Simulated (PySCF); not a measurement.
C₃H₅ClGeO, SMILES C=[C](Cl)[GeH2][CH]=O.

The structure is a stationary point at PBE-D3(BJ)/def2-SVP. The structure was generated by enumeration, and PubChem lists no compound with its InChIKey, so it may never have been made. One conformer was computed; it need not be the lowest.

Computed with PBE-D3(BJ)/def2-SVP (PySCF 2.14.0).

Frequencies are harmonic and unscaled.

Computed harmonic wavenumbers and intensities:
| mode | ν (cm⁻¹) | IR (km/mol) | moving atoms (share of kinetic energy) |
|---|---|---|---|
| 1 | 34 | 3.0 | O 42 %, C 27 %, H 13 %, Ge 12 % |
| 2 | 57 | 3.8 | O 26 %, Cl 24 %, C 24 %, H 16 %, Ge 10 % |
| 3 | 84 | 3.1 | C 40 %, H 25 %, O 15 %, Ge 12 %, Cl 9 % |
| 4 | 175 | 2.8 | Cl 44 %, Ge 21 %, C 20 %, H 11 % |
| 5 | 262 | 3.1 | C 35 %, O 33 %, H 23 % |
| 6 | 296 | 7.3 | C 32 %, Ge 25 %, H 23 %, O 13 % |
| 7 | 360 | 9.3 | C 61 %, H 19 %, O 12 % |
| 8 | 394 | 12.6 | H 75 %, C 13 % |
| 9 | 490 | 6.6 | C 49 %, Cl 28 %, H 16 % |
| 10 | 575 | 1.9 | C 50 %, H 35 %, Ge 13 % |
| 11 | 621 | 8.4 | H 74 %, C 22 % |
| 12 | 680 | 51.3 | H 84 %, C 13 % |
| 13 | 699 | 101.3 | H 91 % |
| 14 | 732 | 20.2 | C 56 %, H 29 %, Cl 14 % |
| 15 | 815 | 53.8 | H 95 % |
| 16 | 855 | 13.2 | H 63 %, C 33 % |
| 17 | 867 | 36.1 | H 73 %, C 27 % |
| 18 | 1046 | 22.7 | C 53 %, H 46 % |
| 19 | 1317 | 23.5 | H 84 %, C 10 % |
| 20 | 1333 | 4.4 | H 87 %, C 13 % |
| 21 | 1613 | 21.9 | C 91 %, H 9 % |
| 22 | 1759 | 214.7 | C 56 %, O 42 % |
| 23 | 2071 | 72.6 | H 99 % |
| 24 | 2094 | 97.0 | H 98 % |
| 25 | 2740 | 124.9 | H 92 % |
| 26 | 3072 | 0.3 | H 95 % |
| 27 | 3175 | 0.3 | H 89 %, C 11 % |
